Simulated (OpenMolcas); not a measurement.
# WCl4O (SMILES O=[W](Cl)(Cl)(Cl)Cl): the vertical ionisation energy from total energies

WCl4O has 6 atoms, charge 0, and is taken as a singlet. As SMILES, `O=[W](Cl)(Cl)(Cl)Cl`. The coordinates come from a PBE0-D4/def2-TZVP relaxation.

Both states at this one shape; open shells run unrestricted unless said. 1 Eh = 27.2114 eV.

```tsv
level	program	singlet WCl4O (Eh)	doublet WCl4O+ (Eh)	HOMO of the first (eV)
TPSS/def2-SVP (core potential)	OpenMolcas	-1982.841056	-1982.455180	-7.78
r2SCAN/def2-SVP (core potential)	OpenMolcas	-1982.624031	-1982.229919	-8.03
```

Task: Work out the vertical ionisation energy at each level.

Result: 
1. TPSS/def2-SVP (core potential): -1982.455180 − (-1982.841056) = 0.385876 Eh = 10.50 eV; −ε(HOMO) = 7.78 eV.
2. r2SCAN/def2-SVP (core potential): -1982.229919 − (-1982.624031) = 0.394112 Eh = 10.72 eV; −ε(HOMO) = 8.03 eV.

No measured value is set beside it here; the levels span 10.50 to 10.72 eV. In semi-local functionals −ε(HOMO) lies far under the ionisation energy, a result of self-interaction, while the difference of totals does much better. Spin-orbit coupling, which splits open shells on such heavy atoms by tenths of an eV, is left out.
